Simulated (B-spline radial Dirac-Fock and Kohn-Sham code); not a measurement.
## Run log: Sb

ΔSCF core binding energies without Breit or QED terms, calculated with a B-spline atomic structure program. Keys: rel is the Hamiltonian (dirac, or spin-free x2c and nr, where L3 and M5 stand for the whole 2p and 3d shells), method is hf or an exchange,correlation pair (spin-unpolarised, also for the hole states), nuc the nuclear model, radius_factor scales its radius, rmax is the box in bohr, h the logarithmic mesh step, order the B-spline order, points the quadrature points per cell, c_factor scales the speed of light, and damp, ndamp, maxit and tol steer the iteration. The run stops when the commutator error falls below 10·tol·max(1, Z/10), or the numerical noise floor, and the energy has settled to about 1e-8 Ha; the virial ratio is −V/T.

Input (task.json):

```json
{"items": [{"Z": 51, "q": 0, "cfg": [[1, 0, 2], [2, 0, 2], [2, 1, 6], [3, 0, 2], [3, 1, 6], [3, 2, 10], [4, 0, 2], [4, 1, 6], [4, 2, 10], [5, 0, 2], [5, 1, 3]], "A": 121, "rrms": 4.6802, "do": "settings", "holes": ["K", "L3", "M5"],
  "settings": [{"rel": "dirac", "method": "hf", "nuc": "fermi", "radius_factor": 1.0, "rmax": 45.0, "h": 0.3, "order": 8, "points": 10, "c_factor": 1.0, "maxit": 52, "damp": 0.97, "ndamp": 100, "tol": 1e-08}]}]}
```

Command: `python xray2_run.py task.json out`

Ground-state iterations:

```
iter   energy (Ha)        error
   1    -6478.43644828  1.77e+00
   2    -6479.71071156  2.06e-01
   3    -6479.78556015  1.96e-01
   4    -6479.85355074  1.86e-01
   5    -6479.91530522  1.77e-01
   6    -6479.97138949  1.68e-01
   7    -6480.02231849  1.60e-01
   8    -6480.06856085  1.52e-01
   9    -6480.11054298  1.44e-01
  10    -6480.14865292  1.37e-01
  11    -6480.18324375  1.30e-01
  12    -6480.21463673  1.24e-01
  13    -6480.24312413  1.17e-01
  14    -6480.26897187  1.12e-01
  15    -6480.29242183  1.06e-01
  23    -6480.41633615  7.03e-02
  31    -6480.47281409  4.66e-02
  39    -6480.49843713  3.09e-02
  47    -6480.51003596  2.05e-02
  52    -6480.51378380  1.59e-02
```

The ground state had not converged after 52 iterations, with total energy -6480.51378 Ha, virial ratio 1.94695 and highest orbital energy -7.60 eV. ΔSCF binding energies: K (1s) 30601.7 eV, L3 (2p3/2) 4149.6 eV, M5 (3d5/2) 537.0 eV (not all states converged, so these are not final).

Q: One setting is unsound. Which, and why?

A: damp is so close to 1 that the orbitals hardly move in each step. With the default settings (Dirac Hartree-Fock): The ground state converged in 11 iterations, with total energy -6480.51973 Ha, virial ratio 1.94762 and highest orbital energy -7.89 eV. ΔSCF binding energies: K (1s) 30601.2 eV, L3 (2p3/2) 4149.2 eV, M5 (3d5/2) 536.6 eV.
